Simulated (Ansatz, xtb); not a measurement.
# Ranking isomers of C4H6BFSi

9 gas-phase structures of C4H6BFSi, from a drawn sample of its isomers (lower ones may exist). Each was relaxed with GFN2-xTB:

A. `FC1=CBC([SiH3])=C1`, a singlet
B. `FC1=CB([SiH3])C=C1`, a singlet
C. `FB1C=CC=C1[SiH3]`, a singlet
D. `FC1=C([SiH3])BC=C1`, a singlet
E. `FC1=CC([SiH3])=CB1`, a singlet
F. `FC1=CBC=C1[SiH3]`, a singlet
G. `FC1=C([SiH3])C=CB1`, a singlet
H. `FB1C=CC([SiH3])=C1`, a singlet
I. `FC1=CC=C([SiH3])B1`, a singlet

Task: Make a reasoned guess at their ranking by r2SCAN-D4/def2-SVP single-point energy.

Result: Calculated order at r2SCAN-D4/def2-SVP: C (0.0), H (11.9), D (199.1), A (206.3), F (208.3), B (226.2), I (236.3), G (236.9), E (246.5) kJ/mol. Less than 1 kcal/mol parts A and F; I and G, so the order within those pairs means little.

Energies above the lowest of each column, in kJ/mol; the last columns are at B3LYP/def2-SVP geometries and were run for some of them only (a dash: not run or not comparable):

```csv
structure,GFN2-xTB,HF/STO-3G,r2SCAN-D4/def2-SVP,B3LYP/def2-SVP,CCSD(T)/def2-SVP + ΔMP2/def2-TZVPP
C,0.0,0.0,0.0,0.0,0.0
H,3.3,2.0,11.9,11.1,10.6
D,122.4,177.0,199.1,–,–
A,125.1,179.8,206.3,–,–
F,120.0,176.4,208.3,–,–
B,163.0,215.5,226.2,–,–
I,135.2,200.7,236.3,–,–
G,129.0,195.7,236.9,–,–
E,133.8,200.2,246.5,–,–
```

Every level run on C puts it lowest or level with the lowest. Frequencies (GFN2-xTB) were run for C, H alone. ΔMP2 is the change of the MP2 energy from the smaller to the larger basis.

Over these structures GFN2-xTB departs from r2SCAN-D4/def2-SVP by 31.4 kJ/mol on average once a common shift is removed. A GFN2-xTB relaxation took about 0.14 s and the r2SCAN-D4/def2-SVP energy about 1.6 s on a shared host (Ansatz 0.2.0, xtb 6.7.1).
